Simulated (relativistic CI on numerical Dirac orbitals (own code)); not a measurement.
## Spin-allowed bands of a d2 ion in an octahedral site, by hand

Problem. Take Δ = 20800 cm⁻¹ and B = 920 cm⁻¹ for a d2 ion in an octahedral site. Calculate the three spin-allowed bands.

Working.
1. The terms of highest spin are 3F (energy 0) and 3P (15B = 13800 cm⁻¹). Here the F term splits into A2 at +1.2Δ = 24960, T2 at +0.2Δ = 4160 and T1 at −0.6Δ = -12480 cm⁻¹.
2. The two T1 states mix through the element 0.4Δ: H = [[-12480, 8320], [8320, 13800]], with roots ½(H₁₁ + H₂₂) ∓ ½√[(H₂₂ − H₁₁)² + 4H₁₂²] = ½(1320) ∓ ½(31105) = -14893 and 16213 cm⁻¹.
3. The ground term is 3T1 at -14893 cm⁻¹.
4. Bands: 3T2 19053 cm⁻¹ (525 nm), 3T1(P) 31105 cm⁻¹ (321 nm), 3A2 39853 cm⁻¹ (251 nm).

Check. Exact diagonalisation of the whole d2 shell with these parameters gives 3T2 19053, 3T1 31105, 3A2 39853 cm⁻¹. The match is exact, since without spin-orbit coupling no other term has this spin. The ratio of the second band to the first, 1.633, depends on Δ/B = 22.6 alone, which is how a Tanabe-Sugano diagram is read.
